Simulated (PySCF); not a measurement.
# Potential energy of CrF along the bond

Set-up: Cr def2-TZVPP, F def2-TZVPP; no relativity (PySCF 2.14). Energies in eV from Cr (3d5 4s1) + F in their ground configurations at the same level. State: ⁶Σ⁺ (sextet), unpaired electrons σ ↑, π ↑↑, δ ↑↑.

All columns are BP86. A positive dipole means Cr(−)F(+).

```csv
R (Å),E (eV),μ (D),Mulliken charge on Cr (basis-dependent),HOMO (eV),LUMO (eV),Mayer bond order,⟨S²⟩
1.541,-4.143,-1.88,0.41,-4.34,-2.62,1.13,8.76
1.613,-4.726,-2.44,0.43,-4.54,-2.86,1.06,8.76
1.685,-5.035,-2.97,0.44,-4.71,-3.13,1.02,8.76
1.738,-5.138,-3.34,0.45,-4.83,-3.30,0.99,8.76
1.792,-5.161,-3.71,0.46,-4.93,-3.46,0.96,8.76
1.846,-5.124,-4.05,0.47,-5.01,-3.61,0.94,8.76
1.917,-5.010,-4.49,0.48,-5.11,-3.78,0.92,8.77
2.007,-4.798,-5.00,0.49,-5.21,-3.96,0.89,8.77
2.115,-4.491,-5.56,0.51,-5.31,-4.15,0.86,8.77
2.258,-4.051,-6.20,0.52,-5.41,-4.37,0.82,8.79
```

A fit through these points gives, at Re = 1.783 Å, μ = -3.65 D and dμ/dR = -6.65 D/Å; the reduced mass is 13.91 u.

How strong is the fundamental in the double-harmonic approximation, I = 42.26·(dμ/dR)²/μred km/mol?

I = 42.26·(-6.65)²/13.91 = 134 km/mol at BP86.

The metal atom is held in its measured ground configuration; semilocal functionals can put another filling of s and d lower by some tenths of an eV, and De to that atom would be smaller. With d or f electrons several states lie close, and the lowest PBE0 determinant need not be the measured ground state.
